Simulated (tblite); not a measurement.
Compound: CH13PSSi4.
Atom-mapped SMILES: `[CH3:1][S:2][SiH2:3][Si@H:4]([PH2:5])[SiH2:6][SiH3:7]` (hydrogens: H8, H9, H10 on C1; H11, H12 on Si3; H13 on Si4; H14, H15 on P5; H16, H17 on Si6; H18, H19, H20 on Si7)

Computed with GFN2-xTB (tblite), gas phase: L-BFGS steps from a force-field or distance-geometry start until the largest atomic force falls under 0.01 eV/Å.

Geometry at step 7:
```
atom  x, y, z in Å
C1      3.5466   -1.5310    0.2807
S2      2.2634   -1.3135    1.5586
Si3     1.2035    0.5423    1.2962
Si4    -0.0423    0.7369   -0.6495
P5      0.4606    2.7760   -1.4809
Si6    -2.3117    0.5693   -0.0964
Si7    -3.0813   -1.5880   -0.1766
H8      4.3026   -2.1745    0.7377
H9      4.0056   -0.5882   -0.0081
H10     3.1443   -2.0307   -0.6041
H11     2.0729    1.7119    1.5226
H12     0.2573    0.4724    2.4303
H13     0.3446   -0.3170   -1.6240
H14    -0.2816    3.4389   -0.5209
H15    -0.6344    2.8398   -2.3236
H16    -2.4674    1.1630    1.2563
H17    -3.0267    1.4684   -1.0252
H18    -1.9767   -2.5265   -0.4349
H19    -3.7160   -1.9139    1.1116
H20    -4.0684   -1.7249   -1.2528
```

Task: What forces act on the atoms?

Result: 
| atom | Fx (eV/Å) | Fy (eV/Å) | Fz (eV/Å) |
| --- | --- | --- | --- |
| C1 | 0.204 | -0.044 | -0.219 |
| S2 | -0.084 | -0.048 | 0.175 |
| Si3 | -0.007 | 0.307 | 0.065 |
| Si4 | 0.015 | -0.101 | 0.087 |
| P5 | -0.216 | -0.060 | -0.117 |
| Si6 | 0.141 | 0.295 | -0.049 |
| Si7 | -0.125 | -0.179 | 0.111 |
| H8 | -0.157 | 0.136 | -0.090 |
| H9 | -0.134 | 0.008 | 0.121 |
| H10 | -0.078 | 0.130 | 0.218 |
| H11 | 0.071 | -0.278 | 0.062 |
| H12 | 0.320 | -0.091 | -0.156 |
| H13 | 0.012 | 0.270 | -0.070 |
| H14 | 0.153 | -0.027 | 0.158 |
| H15 | 0.134 | -0.114 | -0.122 |
| H16 | -0.038 | -0.015 | -0.250 |
| H17 | -0.084 | -0.015 | 0.159 |
| H18 | -0.178 | 0.058 | 0.052 |
| H19 | 0.042 | -0.107 | -0.222 |
| H20 | 0.008 | -0.125 | 0.087 |

The largest, 0.37 eV/Å, acts on H12; the rms over all components is 0.144 eV/Å. The forces sum to zero within rounding, as they must for an isolated molecule in no field.

Task: Give the force on H12 in Eh/bohr and in nN.

Result: 0.367 eV/Å ÷ 51.422 = 0.00715 Eh/bohr, and 0.367 eV/Å × 1.602 = 0.59 nN.

Task: How far is this geometry from the end of the optimisation?

Result: 0.300 eV above it, and 1.080 Å rms away after alignment. The bonds farthest from their final lengths, with half the difference of the two atoms' forces along the bond (positive lengthens):

```json
{"bond": "Si6–Si7", "now (Å)": "2.292", "final (Å)": "2.322", "force along bond (eV/Å)": "+0.26"}
{"bond": "Si3–H12", "now (Å)": "1.479", "final (Å)": "1.459", "force along bond (eV/Å)": "-0.18"}
{"bond": "Si4–Si6", "now (Å)": "2.342", "final (Å)": "2.360", "force along bond (eV/Å)": "-0.09"}
{"bond": "Si4–P5", "now (Å)": "2.259", "final (Å)": "2.246", "force along bond (eV/Å)": "+0.03"}
{"bond": "Si6–H16", "now (Å)": "1.485", "final (Å)": "1.474", "force along bond (eV/Å)": "-0.14"}
{"bond": "Si7–H19", "now (Å)": "1.473", "final (Å)": "1.462", "force along bond (eV/Å)": "-0.19"}
```

The angle farthest from its final value is C1–S2–Si3, 111.3° against 99.8°.

Of the 6 listed bonds off by 0.010 Å or more, this force points towards the final length in 4.

The cost below is that of the whole relaxation. Hardware: an Arm Neoverse N1 with one thread, on a shared host. Cost: 5.2 s.
